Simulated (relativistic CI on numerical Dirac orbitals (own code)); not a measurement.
Spin-allowed bands of a d7 ion in a tetrahedral site, by hand

Problem. A d7 ion in a tetrahedral site has a 4A2 ground term and spin-allowed bands at ν1 = 4100 and ν2 = 7058 cm⁻¹ (from a computed ligand-field model). Find Δ and the Racah parameter B, and predict the third band.

Working.
1. The F term splits into A2 (−1.2Δ), T2 (−0.2Δ) and T1 (+0.6Δ), so ν1 = E(T2) − E(A2) = Δ = 4100 cm⁻¹.
2. T1(F) mixes with T1(P), which lies at 15B, through an element 0.4Δ. The two roots, counted from A2, are ν2,3 = ½(15B + 3Δ) ∓ ½√[(15B − Δ)² + 12BΔ].
3. Solving the lower root for B gives B = (2ν1² + ν2² − 3ν1ν2)/(15ν2 − 27ν1) = -3378036/-4830 = 699 cm⁻¹.
4. The sum of the roots is 15B + 3Δ, so ν3 = 15B + 3ν1 − ν2 = 15733 cm⁻¹ (636 nm).

Check. The bands were computed by exact diagonalisation of the d7 shell with B = 700 and Δ = 4100 cm⁻¹, which gives ν3 = 15742 cm⁻¹. C does not enter the terms of highest spin.
